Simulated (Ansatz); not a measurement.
# Molecular dynamics of B2ClFH4Si2

Input file:

```yaml
crystal:
  periodic: [false, false, false]
  atoms:
    - { symbol: F, position_ang: [-1.938821, -1.744824, 1.217588] }
    - { symbol: Si, position_ang: [-0.838509, -1.662694, 0.082393] }
    - { symbol: B, position_ang: [1.561281, -1.225649, -0.37023] }
    - { symbol: B, position_ang: [0.411448, -0.392214, 0.165539] }
    - { symbol: Si, position_ang: [0.032415, 1.459197, 0.810385] }
    - { symbol: Cl, position_ang: [-1.197305, 1.858072, 2.458657] }
    - { symbol: H, position_ang: [-0.973726, -2.898649, -0.584416] }
    - { symbol: H, position_ang: [2.339342, -1.788434, -0.997171] }
    - { symbol: H, position_ang: [-0.616463, 2.266245, -0.268187] }
    - { symbol: H, position_ang: [1.32674, 2.058828, 1.095321] }
basis:
  gaussian: { orbitals: STO-3G }
hamiltonian:
  xc: b3lyp
md:
  timestep: 1.0
  n_steps: 225
  ensemble: nvt_nose_hoover
  temperature: 200.0
  initial_velocities: maxwell_boltzmann
  seed: 531165
```

Command:

```bash
$ ansatz run input.yaml --threads 1 --pin off --max-ram 2048MiB --backend cpu --events-out ev --progress --plain --runs-dir out
```

It goes on from the last frame of an earlier run, with new velocities.

Output, in part (one step line in 8, the closing report, with atoms numbered from 0):

```
md step     0: t =     0.00 fs  T =   200.0 K  F+E_penalty+E_count = -32035.66919443 eV  E_kin = 0.206816 eV  conserved = -32035.46237843 eV  (25 SCF iters)
md step     8: t =     8.00 fs  T =   447.7 K  F+E_penalty+E_count = -32035.92887790 eV  E_kin = 0.462959 eV  conserved = -32035.46500700 eV  (28 SCF iters)
md step    16: t =    16.00 fs  T =   344.7 K  F+E_penalty+E_count = -32035.82769928 eV  E_kin = 0.356463 eV  conserved = -32035.46404507 eV  (28 SCF iters)
md step    24: t =    24.00 fs  T =   332.5 K  F+E_penalty+E_count = -32035.82201347 eV  E_kin = 0.343882 eV  conserved = -32035.46281808 eV  (29 SCF iters)
md step    32: t =    32.00 fs  T =   430.7 K  F+E_penalty+E_count = -32035.93949549 eV  E_kin = 0.445387 eV  conserved = -32035.46289512 eV  (28 SCF iters)
md step    40: t =    40.00 fs  T =   404.1 K  F+E_penalty+E_count = -32035.93492401 eV  E_kin = 0.417916 eV  conserved = -32035.46528477 eV  (29 SCF iters)
md step    48: t =    48.00 fs  T =   459.8 K  F+E_penalty+E_count = -32036.02072462 eV  E_kin = 0.475441 eV  conserved = -32035.46529205 eV  (29 SCF iters)
md step    56: t =    56.00 fs  T =   325.3 K  F+E_penalty+E_count = -32035.91153429 eV  E_kin = 0.336398 eV  conserved = -32035.46314201 eV  (29 SCF iters)
md step    64: t =    64.00 fs  T =   405.2 K  F+E_penalty+E_count = -32036.02589170 eV  E_kin = 0.419016 eV  conserved = -32035.46331017 eV  (29 SCF iters)
md step    72: t =    72.00 fs  T =   476.8 K  F+E_penalty+E_count = -32036.14543173 eV  E_kin = 0.493082 eV  conserved = -32035.46647296 eV  (26 SCF iters)
md step    80: t =    80.00 fs  T =   365.5 K  F+E_penalty+E_count = -32036.06869452 eV  E_kin = 0.377935 eV  conserved = -32035.46501649 eV  (29 SCF iters)
md step    88: t =    88.00 fs  T =   353.0 K  F+E_penalty+E_count = -32036.08685160 eV  E_kin = 0.364988 eV  conserved = -32035.46414295 eV  (29 SCF iters)
md step    96: t =    96.00 fs  T =   320.1 K  F+E_penalty+E_count = -32036.08442968 eV  E_kin = 0.330963 eV  conserved = -32035.46478135 eV  (29 SCF iters)
md step   104: t =   104.00 fs  T =   261.4 K  F+E_penalty+E_count = -32036.04440131 eV  E_kin = 0.270263 eV  conserved = -32035.46708949 eV  (30 SCF iters)
md step   112: t =   112.00 fs  T =   255.2 K  F+E_penalty+E_count = -32036.05119458 eV  E_kin = 0.263930 eV  conserved = -32035.46508012 eV  (28 SCF iters)
md step   120: t =   120.00 fs  T =   183.2 K  F+E_penalty+E_count = -32035.98846369 eV  E_kin = 0.189461 eV  conserved = -32035.46459397 eV  (30 SCF iters)
md step   128: t =   128.00 fs  T =   202.6 K  F+E_penalty+E_count = -32036.01659475 eV  E_kin = 0.209520 eV  conserved = -32035.46544513 eV  (30 SCF iters)
md step   136: t =   136.00 fs  T =   209.3 K  F+E_penalty+E_count = -32036.03225847 eV  E_kin = 0.216472 eV  conserved = -32035.46675194 eV  (29 SCF iters)
md step   144: t =   144.00 fs  T =   145.4 K  F+E_penalty+E_count = -32035.96881455 eV  E_kin = 0.150376 eV  conserved = -32035.46416094 eV  (26 SCF iters)
md step   152: t =   152.00 fs  T =   290.3 K  F+E_penalty+E_count = -32036.12642045 eV  E_kin = 0.300208 eV  conserved = -32035.46580950 eV  (29 SCF iters)
md step   160: t =   160.00 fs  T =   191.0 K  F+E_penalty+E_count = -32036.03041089 eV  E_kin = 0.197555 eV  conserved = -32035.46542713 eV  (29 SCF iters)
md step   168: t =   168.00 fs  T =   264.2 K  F+E_penalty+E_count = -32036.11276213 eV  E_kin = 0.273220 eV  conserved = -32035.46655845 eV  (30 SCF iters)
md step   176: t =   176.00 fs  T =   276.6 K  F+E_penalty+E_count = -32036.13338201 eV  E_kin = 0.286072 eV  conserved = -32035.46499883 eV  (28 SCF iters)
md step   184: t =   184.00 fs  T =   248.5 K  F+E_penalty+E_count = -32036.11398487 eV  E_kin = 0.257006 eV  conserved = -32035.46618099 eV  (28 SCF iters)
md step   192: t =   192.00 fs  T =   298.6 K  F+E_penalty+E_count = -32036.17600771 eV  E_kin = 0.308812 eV  conserved = -32035.46624782 eV  (28 SCF iters)
md step   200: t =   200.00 fs  T =   194.7 K  F+E_penalty+E_count = -32036.07889910 eV  E_kin = 0.201308 eV  conserved = -32035.46624173 eV  (30 SCF iters)
md step   208: t =   208.00 fs  T =   211.9 K  F+E_penalty+E_count = -32036.10390987 eV  E_kin = 0.219098 eV  conserved = -32035.46532916 eV  (30 SCF iters)
md step   216: t =   216.00 fs  T =   233.7 K  F+E_penalty+E_count = -32036.13712068 eV  E_kin = 0.241658 eV  conserved = -32035.46655333 eV  (29 SCF iters)
md step   224: t =   224.00 fs  T =   187.9 K  F+E_penalty+E_count = -32036.09716740 eV  E_kin = 0.194299 eV  conserved = -32035.46530496 eV  (29 SCF iters)
md step   225: t =   225.00 fs  T =   199.5 K  F+E_penalty+E_count = -32036.11062112 eV  E_kin = 0.206343 eV  conserved = -32035.46570813 eV  (25 SCF iters)
Total energy: -32036.11082693 eV, -1177.3053580340 hartree
Atom 0 at    -2.115843    -1.434353     1.051664 Å, force    -0.066369    -0.093132    -0.115241 eV/Å
Atom 1 at    -0.712844    -1.681759     0.251244 Å, force     0.687715     0.376430     0.019263 eV/Å
Atom 2 at     1.560236    -1.146884    -0.240898 Å, force    -1.645395     0.742021     0.394655 eV/Å
Atom 3 at     0.461330    -0.221536     0.102817 Å, force     0.467986    -2.238397    -0.231103 eV/Å
Atom 4 at    -0.114541     1.468501     0.634491 Å, force    -0.644914     1.979830    -0.462395 eV/Å
Atom 5 at    -1.079623     1.632931     2.514246 Å, force    -0.261431    -0.295790     0.242620 eV/Å
Atom 6 at    -0.661316    -3.110212    -0.072545 Å, force     0.061636     0.248209     0.034547 eV/Å
Atom 7 at     2.153302    -2.086039    -0.521890 Å, force     0.664527    -0.452281    -0.230617 eV/Å
Atom 8 at    -1.082799     2.057394    -0.324509 Å, force     0.461267    -0.312895     0.560793 eV/Å
Atom 9 at     0.933903     2.439995     0.818668 Å, force     0.274979     0.046006    -0.212522 eV/Å
Dipole moment:     0.119818    -0.764706    -0.605695 e Å
```

The run went to its last step. The conserved energy stayed within 0.5 meV per atom of its start (net change -0.33 meV per atom), so the integration is sound. The mean temperature of the second half is 13 % above the set value. A run of 0.23 ps of so small a system gives no equilibrium averages. Limits of this set-up: minimal basis.

The same pairs are bonded in the first frame and the last. Pairs count as bonded within 1.25 times the sum of covalent radii (0.12 Å more for H–H).

Last frame:

```xyz
10
Properties=species:S:1:pos:R:3
F -2.116 -1.434 1.052
Si -0.713 -1.682 0.251
B 1.560 -1.147 -0.241
B 0.461 -0.222 0.103
Si -0.115 1.468 0.634
Cl -1.080 1.633 2.514
H -0.661 -3.110 -0.072
H 2.153 -2.086 -0.522
H -1.083 2.057 -0.325
H 0.934 2.440 0.819
```

Time of the run: 11 min on 1 thread of Arm Neoverse V1 (shared host), peak memory 0.12 GiB.
